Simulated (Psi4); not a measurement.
Input for Psi4:
```
memory 2 GB

molecule {
0 1
  Si   -0.00000000   -0.00000000   -0.54858264
  O     0.00000000    0.00000000    0.96001962
}

set basis 6-311g**

energy('svwn')
print_variables()
```

**Question.** What does this run give for the dipole moment, number of basis functions, total energy, nuclear repulsion energy?

**Answer.** 
```
Quantity                            Value
-------------------------  --------------
dipole moment                      2.65 D
number of basis functions              44
total energy               -363.510486 Ha
nuclear repulsion energy       39.2866 Eh
```
